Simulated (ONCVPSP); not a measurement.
**Potentials for silver compared**

Generated with ld1.x 7.5 (TM, RRKJ, ultrasoft, PAW), atompaw 4.2 or ONCVPSP 4.0.1. The cutoff is in Ry: for ld1.x and atompaw files where the sum of valence levels is converged to 10 mRy in a Bessel basis, for ONCV files where the hardest occupied wave has 1 mHa per electron of residual kinetic energy. The error is the largest all-electron minus pseudo excitation energy over each file’s own four to seven test configurations (ionisations up to +4, promotions, holes and added fractions of an electron), all of which were solved. The labels leave out finer settings (local radius, basis sizes, second energies), which also bear on the numbers. Spin-polarised tests are not counted. The rows are a selection from randomly drawn settings: files with unsolved tests, undetermined cutoffs or missed reference levels are left out.

A true bound ghost makes a file unfit for plane-wave use even where its test errors are small: the radial tests pick states by their node count and pass the ghost by.

| potential | cutoff (Ry) | largest error (meV) | bound ghosts |
| --- | --- | --- | --- |
| ONCV, LDA (Perdew-Zunger), fully relativistic, rc 1.40/1.70/1.90 (spd), local smoothed, core correction yes, reference 4s2 4p6 4d8, qcut 8.1/7.3/7.8, projectors 2/2/3 | 52 | +70 | none |
| ONCV, PBE, fully relativistic, rc 1.80/1.30/1.20 (spd), local smoothed, core correction yes, reference 4s2 4p6 4d10 5s1, qcut 5.2/10.1/6.7, projectors 2/2/1 | 258 | +7.6 | none |
| ONCV, PBE, scalar-relativistic, rc 1.30/1.30/1.10 (spd), local smoothed, core correction yes, reference 4s2 4p6 4d8, qcut 8.8/12.8/9.1, projectors 2/2/2 | 91 | +8.0 | none |
| ONCV, PBE, fully relativistic, rc 1.75/1.10/1.20 (spd), local smoothed, core correction no, reference 4s2 4p6 4d10 5s1, qcut 7/8.4/7.1, projectors 2/2/2 | 133 | -8.8 | none |
| ONCV, Wu-Cohen, scalar-relativistic, rc 1.25/1.35/1.35 (spd), local smoothed, core correction yes, reference 4s2 4p6 4d10 5s1, qcut 8.1/8.9/7.8, projectors 2/2/2 | 63 | -144 | d |

Fill in the row for Ag: ONCV, BLYP, scalar-relativistic, rc 1.20/1.10/1.15 (spd), local smoothed, core correction no, reference 4s2 4p6 4d8, qcut 9/8.1/7.3, projectors 2/2/2.

cutoff 121 Ry, largest error +9.1 meV, bound ghosts: none.
